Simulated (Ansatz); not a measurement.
```yaml
crystal:
  periodic: [false, false, false]
  atoms:
    - {symbol: C, position_ang: [0.689745, -1.378922, 0.274519]}
    - {symbol: C, position_ang: [0.032861, -0.144539, 0.867405]}
    - {symbol: Sn, position_ang: [-0.588149, 1.228472, -0.638912]}
    - {symbol: Cl, position_ang: [-2.104514, 0.255391, -2.091168]}
    - {symbol: Cl, position_ang: [1.200271, 1.921777, -1.933629]}
    - {symbol: Cl, position_ang: [-1.589599, 3.135114, 0.200187]}
    - {symbol: H, position_ang: [1.581100, -1.125383, -0.302942]}
    - {symbol: H, position_ang: [0.008510, -1.924388, -0.381722]}
    - {symbol: H, position_ang: [0.996141, -2.060660, 1.072350]}
    - {symbol: H, position_ang: [0.706443, 0.417772, 1.517082]}
    - {symbol: H, position_ang: [-0.867606, -0.381633, 1.437432]}
basis:
  gaussian: {orbitals: def2-TZVPP}
hamiltonian: {xc: {name: PBE0}, dispersion: d3bjatm}
```

```sh
$ ansatz run in.yaml --threads 4 --pin off --events-out ev --progress --plain --max-ram 11315MiB
```

Output, abridged:

```
Functional definition: PBE0
2091 factors; their error is unknown
mean field evaluation 1: about -45537.8541 eV, gradient 6.0e1 eV
mean field evaluation 2: about -45530.4959 eV, gradient 7.8e1 eV
mean field evaluation 4: about -45546.2622 eV, gradient 3.9e0 eV
mean field evaluation 8: about -45546.4548 eV, gradient 4.7e-1 eV
mean field evaluation 16: about -45546.4551 eV, gradient 4.8e-5 eV
mean field -45546.45508146 eV, -1673.8013517474 hartree, gradient 4.8e-5 eV, S^2 0.000000; 0 other end points of the search recorded, 0 dependent functions left out
reference -45546.45511887 eV, -1673.8013531225 hartree; 45, 45 occupied and 263, 263 virtual orbitals, 2091 factors
Total energy: -45546.78075298 eV, -1673.8133199551 hartree
```

Hardware: 4 threads of an Intel Xeon Platinum 8259CL on a shared host. Wall time 6 s, peak host memory 0.97 GiB.
